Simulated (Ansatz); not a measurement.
Geometry optimisation, Ansatz 0.2.0, RKS PBE0-D4/def2-SVP.

Input file:

```yaml
crystal:
  periodic: [false, false, false]
  atoms:
    - { symbol: C, position_ang: [-1.9019, -0.7304, -1.2586] }
    - { symbol: B, position_ang: [-0.9962, -0.2518, -0.0854] }
    - { symbol: "N", position_ang: [0.4921, -0.3343, -0.2754] }
    - { symbol: C, position_ang: [1.1732, -1.2135, 0.7507] }
    - { symbol: Si, position_ang: [1.2093, 1.3156, -0.1051] }
    - { symbol: O, position_ang: [0.9326, 1.9348, 1.4991] }
    - { symbol: H, position_ang: [-1.7353, -1.7464, -1.5217] }
    - { symbol: H, position_ang: [-2.9699, -0.5456, -0.9668] }
    - { symbol: H, position_ang: [-1.7471, -0.0341, -2.1165] }
    - { symbol: H, position_ang: [-1.4567, 0.1273, 0.9601] }
    - { symbol: H, position_ang: [0.8731, -0.8684, 1.8094] }
    - { symbol: H, position_ang: [2.2197, -1.2842, 0.637] }
    - { symbol: H, position_ang: [0.646, -2.227, 0.6193] }
    - { symbol: H, position_ang: [0.5576, 2.2338, -1.0535] }
    - { symbol: H, position_ang: [2.6536, 1.264, -0.3379] }
    - { symbol: H, position_ang: [0.0272, 2.3376, 1.4896] }
basis:
  gaussian: { orbitals: def2-SVP }
hamiltonian:
  xc: pbe0
  dispersion: d4
relax:
  f_tol: 0.015
  max_steps: 40
output:
  orbitals: {}
```

Run as:

```bash
$ ansatz run input.yaml --threads 2 --pin off --max-ram 3072MiB --backend cpu --events-out ev --progress --plain --runs-dir out
```

**Question.** Where does it end, and by what steps?

**Answer.** The run converged. The force dipped under the threshold on the way, but the program's further checks kept it going. After 28 steps the energy has fallen by 1.670 eV; H10 moved furthest, 2.27 Å.

```csv
step,energy less start (eV),largest force component (eV/Å),accepted
0,0.0000,4.693,yes
1,-0.4993,1.284,yes
2,-0.6809,0.778,yes
3,-0.8279,0.651,yes
4,-0.9521,0.589,yes
5,-1.0876,0.594,yes
6,-1.2023,0.442,yes
7,-1.3018,0.529,yes
8,-1.4063,0.600,yes
9,-1.5012,0.389,yes
10,-1.5551,0.326,yes
11,-1.6046,0.116,yes
12,-1.6371,0.113,yes
13,-1.6521,0.231,yes
14,-1.6590,0.227,yes
15,-1.6643,0.151,yes
16,-1.6673,0.028,yes
17,-1.6675,0.032,yes
18,-1.6682,0.047,yes
19,-1.6686,0.034,yes
20,-1.6687,0.045,yes
21,-1.6690,0.017,yes
22,-1.6691,0.020,yes
23,-1.6692,0.016,yes
24,-1.6694,0.027,yes
25,-1.6695,0.011,yes
26,-1.6695,0.005,yes
27,-1.6695,0.007,yes
28,-1.6695,0.014,yes
```

```xyz
16
Properties=species:S:1:pos:R:3
C -1.890 -0.205 -1.216
B -0.882 -0.902 -0.229
N 0.351 -0.374 0.217
C 1.152 -1.109 1.194
Si 1.045 1.175 -0.260
O 0.901 2.315 0.944
H -2.010 -0.840 -2.112
H -2.889 -0.181 -0.747
H -1.643 0.810 -1.554
H -1.186 -1.997 0.211
H 1.322 -0.510 2.105
H 2.141 -1.380 0.787
H 0.633 -2.032 1.483
H 0.412 1.626 -1.528
H 2.511 0.985 -0.417
H 0.009 2.598 1.167
```

The run took 3.1 min on 2 threads of Intel(R) Xeon(R) Platinum 8259CL CPU @ 2.50GHz (Skylake/Cascade Lake), on a shared host, peak memory 0.42 GiB.
